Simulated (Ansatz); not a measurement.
`[CH2][Ga]([CH3])[NH2]` radical at its PBE0-D4/def2-TZVP geometry, where that method's forces vanish. Charge 0, multiplicity 2.

```tsv
atom	x (Å)	y (Å)	z (Å)
C1	-1.850	-0.055	0.881
Ga2	-0.102	0.105	0.068
C3	0.968	-1.353	-0.694
N4	0.592	1.791	0.020
H5	-2.400	0.790	1.287
H6	-2.381	-0.999	0.977
H7	1.136	-1.184	-1.761
H8	1.947	-1.402	-0.212
H9	0.478	-2.320	-0.575
H10	1.489	2.022	-0.372
H11	0.125	2.605	0.381
```

**Question.** For each bond, give half the difference of the two atoms' forces along it (eV/Å; positive pushes the atoms apart) under PBE-D4, r2SCAN-D4, B3LYP-D4, ωB97M-V in def2-TZVPP. (Estimate.)

**Answer.** Ansatz gave: 
```
  bond  length (Å)  PBE-D4  r2SCAN-D4  B3LYP-D4  ωB97M-V
C1–Ga2       1.934   -0.17      -0.06      0.04     0.06
 C1–H5       1.087    0.14       0.00     -0.09    -0.09
 C1–H6       1.087    0.16       0.01     -0.08    -0.10
Ga2–C3       1.963   -0.05      -0.02      0.10     0.00
Ga2–N4       1.823    0.11       0.00      0.15     0.04
 C3–H7       1.093    0.10      -0.01     -0.07    -0.05
 C3–H8       1.092    0.10      -0.01     -0.07    -0.05
 C3–H9       1.091    0.12       0.00     -0.06    -0.05
N4–H10       1.006    0.20       0.04     -0.04    -0.03
N4–H11       1.006    0.20       0.04     -0.04    -0.03
```

B3LYP here is the variant with VWN-RPA as its local correlation; programs differ in this.
